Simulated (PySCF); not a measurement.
**AsH₂: from structure and modes to constants**

Computed with PySCF, UB3LYP, basis As def2-TZVP, H def2-TZVP (no relativity, density fitting).

The doublet minimum has C2v symmetry. Masses (u): As 74.92160, H 1.00782.

```xyz
3
charge 0 multiplicity 2, angstrom
As    0.0070   -0.0273    0.0000
H    -0.2610    1.0134    1.0893
H    -0.2610    1.0134   -1.0893
```

Harmonic wavenumbers (cm⁻¹): 1006.9 (a1, ×1), 2159.5 (a1, ×1), 2169.4 (b2, ×1).

Task: Find the principal moments of inertia and the rotational constants. What kind of rotor is it?

Result: About the centre of mass I = 2.2667, 2.3916, 4.6583 u Å². With B = 16.8576/I this gives 7.437, 7.049, 3.619 cm⁻¹. The molecule is an asymmetric top with κ = 0.80.

Task: What is the harmonic zero-point energy?

Result: Half the sum of all 3 wavenumbers, 5336/2 = 2668 cm⁻¹, which is 31.9 kJ/mol (1 cm⁻¹ = 0.0119627 kJ/mol).

Task: Find the vibrational entropy and heat capacity at 298.15 K.

Result: With u = 1.43878 ω/T, each mode gives S = R[u/(eᵘ−1) − ln(1−e⁻ᵘ)] and C = R u² eᵘ/(eᵘ−1)².
| ω (cm⁻¹) | u | S (J/(mol K)) | C (J/(mol K)) |
| --- | --- | --- | --- |
| 1006.9 | 4.859 | 0.38 | 1.55 |
| 2159.5 | 10.421 | 0.00 | 0.03 |
| 2169.4 | 10.469 | 0.00 | 0.03 |
The sums over all modes are S = 0.4 and C = 1.6 J/(mol K); the softest mode gives 99 % of the entropy.

Other isomers or separated fragments may lie lower.
